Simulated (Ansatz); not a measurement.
Born–Oppenheimer molecular dynamics of BH₇N₂O (11 atoms, charge 0, multiplicity 1). It starts at the highest image of a converged band, a first-order saddle point between two minima.

Level of theory: Ansatz 0.2.0, RKS r2SCAN-D4/def2-SVP.

```yaml
ensemble: NVE (velocity Verlet)
time_step: 0.5 fs
steps_asked: 200
starting_velocities_drawn_for: 300 K
seed: 2173
```

First frame:

```xyz
11
Properties=species:S:1:pos:R:3
B 0.045 0.291 0.182
N 0.036 0.013 1.726
H -0.698 -0.576 2.113
H 0.944 -0.240 2.115
N 1.404 0.150 -0.386
H 1.668 -0.827 -0.506
H 1.481 0.578 -1.308
H -0.975 -0.134 -0.366
O -0.201 1.891 0.450
H -1.120 2.105 0.239
H -0.180 1.349 1.489
```

Q: How far do the bonds stretch over the last three quarters of this one trajectory? (Pairs bonded in most of those frames.)

A: 
| bond | mean (Å) | spread (Å) | shortest | longest |
| --- | --- | --- | --- | --- |
| B1–N5 | 1.463 | 0.025 | 1.42 | 1.52 |
| B1–H8 | 1.234 | 0.050 | 1.15 | 1.31 |
| B1–O9 | 1.397 | 0.043 | 1.32 | 1.50 |
| N2–H3 | 1.027 | 0.038 | 0.96 | 1.10 |
| N2–H4 | 1.023 | 0.015 | 0.99 | 1.06 |
| N2–H11 | 1.028 | 0.036 | 0.96 | 1.09 |
| N5–H6 | 1.024 | 0.027 | 0.98 | 1.06 |
| N5–H7 | 1.023 | 0.014 | 0.99 | 1.05 |
| O9–H10 | 0.966 | 0.005 | 0.96 | 0.98 |

Mean temperature of the second half: 613 K. The conserved energy stayed within 0.31 meV per atom of its start (net change 0.3 meV per atom), so the integration is sound. The kinetic energy rose, since the run started high on the potential surface and went downhill. It ends in pieces (BH4NO + H3N), so much of that is their flight and rotation, not heat. A run of 0.1 ps of so small a system gives no equilibrium averages. The orbitals stay closed-shell, which can raise the energy where a bond breaks towards radicals; this wasn't checked here.

Time of the run: 8.5 min on 2 threads of Arm Neoverse V1, on a shared host, peak memory 0.13 GiB.
